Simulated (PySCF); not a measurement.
## Induced dipoles and field energies

Compound: 2-pyridinecarboxaldehyde, C6H5NO.
Cartesian coordinates in Å at the GFN2-xTB level; atoms count from 1:
```xyz
13
C6H5NO angstrom
O      3.0901    0.6910    0.1464
C      2.3487   -0.2379   -0.0411
C      0.8743   -0.1574   -0.0293
C      0.2216    1.0516    0.2106
C     -1.1631    1.0648    0.2085
C     -1.8375   -0.1221   -0.0321
C     -1.0916   -1.2743   -0.2604
N      0.2246   -1.2970   -0.2597
H      2.7200   -1.2578   -0.2447
H      0.8071    1.9397    0.3906
H     -1.7069    1.9806    0.3895
H     -2.9159   -0.1580   -0.0435
H     -1.5760   -2.2228   -0.4524
```

Level: PBE0/def2-SVPD (PySCF); nuclei fixed, core orbitals frozen in the response. Permanent dipole (-3.884, 0.231, 0.034) D (1 au = 2.5417 D). Static polarisability (au):

```
x   106.30   3.80   0.97
y     3.80  80.60   7.26
z     0.97   7.26  45.89
```

Only the terms in μ and α are kept: μ(F) = μ + αF and ΔE = −μ·F − ½ F·αF.

(1) Apply 0.005 au along ±x, ±y and ±z in turn. Tabulate induced and total dipoles and both energy terms.

(2) For the field (-0.0030, 0.0030, 0.0030) au, what is the induced dipole, and what angle does it make with the field?

(3) Which field along μ doubles the dipole in that direction (linear response)?

(4) What field makes μF equal to kT at 100 K?

(5) A unit point charge sits 7 Å away. Estimate the induction energy −αe²/2R⁴ with the mean polarisability, treating the molecule as a point.

## Answers

(1) 
| field along | induced x (D) | induced y (D) | induced z (D) | total size (D) | −μ·F (kJ/mol) | −½F·αF (kJ/mol) |
| --- | --- | --- | --- | --- | --- | --- |
| +x | 1.351 | 0.048 | 0.012 | 2.549 | +20.060 | -3.489 |
| −x | -1.351 | -0.048 | -0.012 | 5.238 | -20.060 | -3.489 |
| +y | 0.048 | 1.024 | 0.092 | 4.038 | -1.193 | -2.645 |
| −y | -0.048 | -1.024 | -0.092 | 4.012 | +1.193 | -2.645 |
| +z | 0.012 | 0.092 | 0.583 | 3.934 | -0.176 | -1.506 |
| −z | -0.012 | -0.092 | -0.583 | 3.937 | +0.176 | -1.506 |

(2) αF = (-0.774, 0.641, 0.398) D, at 14.5° to the field. The polarisability along this direction, F·αF/F², is 79.26 au, against a mean of 77.60 au.

(3) The polarisability along the dipole is 105.75 au, so F = 1.5308 au / 105.75 au = 0.0145 au = 0.74 V/Å; higher-order terms are ignored.

(4) kT = 0.3167 × 10⁻³ Eh, so F = 0.000207 au = 1.06 MV/cm.

(5) R = 13.23 bohr, so the energy is −77.6/(2 × 13.23⁴) Eh = -3.33 kJ/mol. The charge–dipole term at its most favourable orientation, −μe/R², is -23 kJ/mol.

Geometry: GFN2-xTB, one conformer, isolated molecule.
